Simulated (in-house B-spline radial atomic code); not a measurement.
Atomic self-consistent-field run: I8+ (an excited or competing configuration). Method: Dirac-Hartree-Fock, average of the jj configuration, Fermi nucleus of rms radius 4.75 fm. Calculated with a B-spline radial code for spherical atoms.

In the input, a minus or plus after the letter marks the j = l - 1/2 or j = l + 1/2 subshell.

Command:
```bash
python run_scf.py task.json out
```
Settings (nuclear radius in fm, mass in u):
```
Z                53
configuration    1s2 2s2 2p6 3s2 3p6 3d10 4s2 4p-2 4p+3 4d-4 4d+5 5s1
hamiltonian      dirac
method           hf
spin_polarised   False
nucleus          fermi
rms_radius       4.75
atomic_mass      126.90447
speed_of_light   137.035999084
```

Output (hartree, bohr):
```
 radial grid: 67 intervals, B-splines of order 8, outer radius 16.6667 bohr

 iter        energy (Eh)    residual
    1       -7069.006876    1.36e+00
    2       -7089.954526    5.41e-01
    3       -7093.576806    1.77e-01
    4       -7093.933438    5.71e-02
    5       -7093.967494    1.91e-02
    6       -7093.972930    1.80e-03
    7       -7093.972959    6.79e-05
    8       -7093.972959    5.24e-06
    9       -7093.972959    8.97e-07
   10       -7093.972959    6.19e-08

 total energy                     -7093.97296
 kinetic                            7520.4497
 electron-nucleus                 -17030.8320
 electron-electron                  2416.4093

 first-order corrections (not in the total)
   Gaunt                             6.0214
   retardation                      -0.6193
   frequency dependence             -0.0581
   self-energy                       4.1069
   Uehling                          -0.5608
   Wichmann-Kroll                    0.0128
   recoil                            0.0207

 orbital      occ     eigenvalue          <r>       <r^2>       <1/r>     <1/r^2>       <r^4>       r_max    small
 1s1/2      2.000     -1231.0007    0.0272171   0.0010043     56.8367     7045.66 2.64427e-06     0.01754  3.81e-02
 2s1/2      2.000      -197.9523      0.11658   0.0160921     13.2879     829.629 0.000448163     0.09912  8.18e-03
 2p1/2      2.000      -185.5358    0.0985539   0.0119524     13.2308     265.163 0.000288728     0.07621  8.16e-03
 2p3/2      4.000      -174.4872     0.104197   0.0132319     12.2093     203.045 0.000346144     0.08097  7.75e-03
 3s1/2      2.000       -45.3484     0.311971    0.111337     4.75852     168.122   0.0188496      0.2849  2.44e-03
 3p1/2      2.000       -40.1783     0.302708    0.106448      4.6592     53.7536   0.0180646      0.2718  2.37e-03
 3p3/2      4.000       -38.0199     0.314282     0.11458     4.40529     41.5762   0.0208932      0.2824  2.26e-03
 3d3/2      4.000       -29.0455     0.284968   0.0960014     4.25443     22.7366   0.0167463      0.2297  2.14e-03
 3d5/2      6.000       -28.5793     0.288978   0.0986366      4.1854     21.8721   0.0176775      0.2329  2.10e-03
 4s1/2      2.000       -12.2151     0.729862    0.599678     1.91363      36.132    0.520979      0.6758  6.95e-04
 4p1/2      2.000       -10.3934     0.757856    0.651021     1.81209     11.2635    0.628931      0.6929  6.39e-04
 4p3/2      3.000        -9.9212     0.780858    0.691049     1.74389     8.94681    0.707725       0.715  6.15e-04
 4d3/2      4.000        -6.7898     0.856355    0.844122     1.53151     4.26537     1.12543      0.7542  4.93e-04
 4d5/2      5.000        -6.6638      0.86681    0.865213     1.51263     4.13018     1.18359      0.7632  4.86e-04
 5s1/2      1.000        -4.3877      1.59352     2.82009    0.833354     8.11191     10.9526       1.511  1.94e-04
```

Time taken, with all properties: 0.89 s on 1 thread of AMD EPYC 9R14 (shared host).

For the Dirac Hamiltonian the kinetic term is c α·p + (β - 1)c².
